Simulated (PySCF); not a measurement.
Tc⁻ (technetium, charge -1) across methods

[Kr] 4d6 5s2, high-spin 5D determinant. Calculation: PySCF 2.14, in def2-TZVPPD with the def2 core potential (28 electrons); a scalar-relativistic core potential. The B2PLYP total includes its PT2 part (frozen core); its orbital energies are those of the SCF part.

```tsv
method	E (hartree)	mean ε 5s α (eV)	mean ε 5s β (eV)	mean ε 4d β (eV)	Σ⟨r²⟩ (bohr²)	⟨S²⟩
M06-L	-80.7624	0.776	1.781	2.770	75.49	6.051
B2PLYP	-80.5349	0.057	0.865	0.868	75.58	6.023
UHF	-80.05980	-0.728	0.527	-0.981	78.18	6.048
M06	-80.7096	0.416	0.989	1.571	74.55	6.010
LDA	-80.5488	0.858	1.515	3.188	73.52	6.020
PBE	-80.7348	0.994	1.696	3.103	74.12	6.022
r2SCAN	-80.7507	0.808	1.530	3.170	74.08	6.048
PBE0	-80.7067	0.343	1.186	1.892	74.62	6.025
TPSSh	-80.6867	0.689	1.536	2.532	74.38	6.025
```

Energies and moments cover only the electrons outside the core potential. At M06-L the highest occupied level has a positive energy, so only the finite basis holds that electron; in a semilocal or global hybrid functional this comes from self-interaction and does not mean that the real anion is unbound.

The highest occupied level is positive at M06-L, B2PLYP, UHF, M06, LDA, PBE, r2SCAN, PBE0, TPSSh: only the finite basis holds that electron, at UHF too, so the state is unbound at these levels.
